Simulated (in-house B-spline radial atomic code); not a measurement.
# W8+: [Kr] 4d9 4f14 5s2 5p4 8s1 (an excited or competing configuration)

Method: Dirac-Hartree-Fock, average of configuration, Fermi nucleus of rms radius 5.3658 fm. Calculated with an all-electron radial atomic-structure program (B-spline basis).

Effective charges: Z_r = [3n² - l(l+1)]/(2<r>) from the radius, Z_e = n√(-2ε) from the energy, and Slater's rules. Values are occupation-weighted means over j. An effective charge above Z reflects the relativistic contraction of the inner shells.

```tsv
shell	electrons	ε (eV)	<r> (bohr)	Z_r	Z_e	Slater
1s	2	-70124	0.01835	81.76	71.79	73.70
2s	2	-12367	0.07689	78.04	60.30	69.85
2p	6	-10903	0.069	72.47	56.62	69.85
3s	2	-3024	0.2	67.50	44.72	62.75
3p	6	-2577.2	0.2	62.49	41.29	62.75
3d	10	-2027.7	0.1825	57.52	36.62	52.85
4s	2	-770.54	0.4485	53.51	30.10	46.25
4p	6	-618.94	0.4752	48.40	26.98	46.25
4d	9	-417.98	0.5072	41.41	22.17	35.20
5s	2	-221.5	1.014	36.98	20.17	17.90
4f	14	-193.2	0.5675	31.72	15.07	24.45
5p	4	-178.32	1.124	32.48	18.10	17.90
8s	1	-36.545	5.067	18.95	13.11	9.00
```

The least bound orbital is 8s1/2 at -36.55 eV, and it is also the most diffuse (<r> = 5.067 bohr). The part-filled 4d shell lies below the filled 4f shell in orbital energy.

Spin-orbit splittings of the orbital energies (j = l + 1/2 above j = l - 1/2 when positive): 2p 1356 eV, 3p 297.9 eV, 3d 64.17 eV, 4p 70.1 eV, 4d 13.16 eV, 4f 2.482 eV, 5p 12.83 eV.

For the 1s electron the small component carries 7.79 % of the norm, the zero-frequency Breit interaction raises the level by 243.3 eV, self-energy by 152 eV, and vacuum polarisation lowers it by 28.76 eV.
